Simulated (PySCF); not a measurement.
# `CC(=O)[C@H]1CCO1`: 4 charge schemes on one density

C5H8O2.
Structure used (GFN2-xTB), in Å, numbered top down from 1:
```
atom  x, y, z in Å
C1     1.953   -0.561    0.606
C2     1.031   -0.724   -0.563
O3     1.088   -1.628   -1.357
C4    -0.027    0.362   -0.694
C5    -1.484   -0.103   -0.529
C6    -1.510    0.878    0.645
O7    -0.143    1.239    0.429
H8     2.743   -1.306    0.574
H9     2.366    0.445    0.600
H10    1.379   -0.667    1.524
H11    0.168    0.917   -1.620
H12   -2.144    0.136   -1.358
H13   -1.590   -1.152   -0.264
H14   -1.660    0.434    1.633
H15   -2.173    1.739    0.526
```

Density: PBE0/pcSseg-1 (PySCF); schemes: Mulliken, IAO, Hirshfeld and ESP-fitted. One conformer (not necessarily the lowest) at the GFN2-xTB geometry, without solvent, vibrations or thermal averaging.

Question: Which atoms carry the lowest charge in the Mulliken, IAO, Hirshfeld and ESP-fitted schemes?

Answer: The schemes don't all agree: Mulliken O7 (-0.507); IAO C1 (-0.479); Hirshfeld O3 (-0.242); ESP-fitted C1 (-0.543).

Question: For which atoms does the sign change between the 4 schemes (beyond +0.03 e in one, beyond −0.03 e in another)?

Answer: C6. Atomic charges aren't observables, and each scheme defines them in its own way.

Question: Give the atomic charges in each scheme.

Answer: In e:

```
atom                       environment  Mulliken     IAO  Hirshfeld  ESP-fitted
  C1  methyl carbon next to a carbonyl    -0.244  -0.479     -0.129      -0.543
  C2            ketone carbonyl carbon    +0.164  +0.386     +0.166      +0.603
  O3                     ketone oxygen    -0.356  -0.415     -0.242      -0.534
  C4        sp3 carbon bound to oxygen    +0.043  +0.041     +0.039      +0.348
  C5         four-membered-ring carbon    -0.260  -0.290     -0.073      -0.515
  C6        sp3 carbon bound to oxygen    +0.089  -0.044     +0.008      +0.375
  O7               cyclic ether oxygen    -0.507  -0.434     -0.162      -0.525
  H8                   methyl hydrogen    +0.138  +0.162     +0.050      +0.155
  H9                   methyl hydrogen    +0.144  +0.171     +0.054      +0.141
 H10                   methyl hydrogen    +0.141  +0.171     +0.054      +0.169
 H11                  methine hydrogen    +0.144  +0.153     +0.049      +0.017
 H12                methylene hydrogen    +0.138  +0.153     +0.051      +0.151
 H13                methylene hydrogen    +0.136  +0.151     +0.046      +0.152
 H14                methylene hydrogen    +0.114  +0.135     +0.043      -0.003
 H15                methylene hydrogen    +0.117  +0.138     +0.044      +0.009
```

Mean size of the charges over all atoms: ESP-fitted 0.283 e, IAO 0.222 e, Mulliken 0.182 e, Hirshfeld 0.081 e. Each set sums to the total charge, 0, to within 0.001 e. The Mulliken scheme gives each basis function's population to the atom it is centred on and halves the overlap population of two atoms between them. The IAO scheme counts the electrons in orthogonalised intrinsic atomic orbitals, a minimal basis polarised so that it spans the occupied orbitals exactly.

Question: How many electrons does the Mulliken scheme count on C5?

Answer: Z − q = 6 − (-0.260) = 6.260.

Question: How closely do the schemes follow one another over all atoms?

Answer: Correlation coefficient and root-mean-square difference: IAO with Hirshfeld 0.96, 0.166 e; Mulliken with IAO 0.94, 0.095 e; Mulliken with Hirshfeld 0.92, 0.128 e; Hirshfeld with ESP-fitted 0.89, 0.266 e; IAO with ESP-fitted 0.88, 0.173 e; Mulliken with ESP-fitted 0.86, 0.199 e.
